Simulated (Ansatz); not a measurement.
Consider the ligand exchange at the Si–S bond: `[SiH3]S[SiH2]S[SiH3]` + `CC(=N)O` → `C/C(O)=N\[SiH3]` + `[SiH3]S[SiH2]S`.

Program: Ansatz. Geometries: PBE0-D4/def2-TZVP. ΔE: electronic, gas phase. CCSD(T)/CBS is the MP2 limit (def2-TZVPP, def2-QZVPP) plus CCSD(T) − MP2 in def2-TZVPP, frozen cores. DFT in def2-TZVPP. B3LYP here is the variant with VWN-RPA as its local correlation; programs differ in this. One conformer a species, not always the lowest.

```
             level  ΔE (eV)
            PBE-D4     0.30
             B3LYP     0.13
SCS-MP2/def2-TZVPP     0.23
CCSD(T)/def2-TZVPP     0.24
```

Question: What does CCSD(T)/CBS give? (An estimate is asked.)

Answer: The calculation gave: +0.27 eV. The listed levels differ from it by 0.03, -0.14, -0.04, -0.03 eV.

Largest T1 diagnostic among the species: 0.013.

The D4 term adds +0.09 eV with B3LYP and +0.05 eV with PBE0; it sums over pairs of atoms, weighted by their polarisabilities, and B3LYP, whose exchange is more repulsive, gets the larger term. In def2-TZVPP, CCSD(T) changes the Hartree–Fock value by +0.13 eV (the triples alone add +0.02 eV) and MP2 by +0.15 eV.
